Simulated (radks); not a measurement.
Values are calculated unless marked as measured or tabulated.
Valence configurations of neutral silver (all share [Kr]). Code: a radial shooting solver on a logarithmic mesh with Libxc functionals. Model: Dirac Kohn-Sham, PBEsol, spin-unpolarised, spherical densities, point nucleus; open shells fill j = l - 1/2 first. Energies are relative to 4d10 5s1; eigenvalues in eV.

\begin{tabular}{lrrrrrr}
valence & E (eV) & e(4d3/2) & e(4d5/2) & e(5p1/2) & e(5p3/2) & e(5s1/2) \\ \hline
4d10 5s1 & 0.000 & -7.793 & -7.235 & - & - & -4.422 \\
4d9 5s1 5p1 & 8.223 & -12.724 & -12.121 & -2.154 & - & -6.692 \\
4d10 5p1 & 3.827 & -9.663 & -9.100 & -1.713 & - & - \\
4d10 5s0.5 5p0.5 & 1.874 & -8.792 & -8.231 & -1.278 & - & -5.112 \\
4d8 5s1 5p2 & 19.956 & -17.438 & -16.792 & -3.276 & - & -8.553 \\
4d9 5p2 & 12.872 & -14.156 & -13.549 & -2.823 & - & - \\
4d8 5s0.5 5p2.5 & 22.773 & -18.160 & -17.511 & -3.606 & -3.294 & -8.988 \\
4d9 5s2 & 3.813 & -11.050 & -10.452 & - & - & -5.591 \\
4d9.5 5s0.5 5p1 & 5.773 & -11.150 & -10.567 & -1.925 & - & -6.184 \\
4d7 5s2 5p2 & 29.420 & -20.950 & -20.263 & -3.760 & - & -9.541 \\
\end{tabular}

NIST lists [Kr] 4d10 5s1 as the ground configuration; this level of theory agrees among the configurations tried. The energies are those of spherical spin-averaged densities, not of single terms.
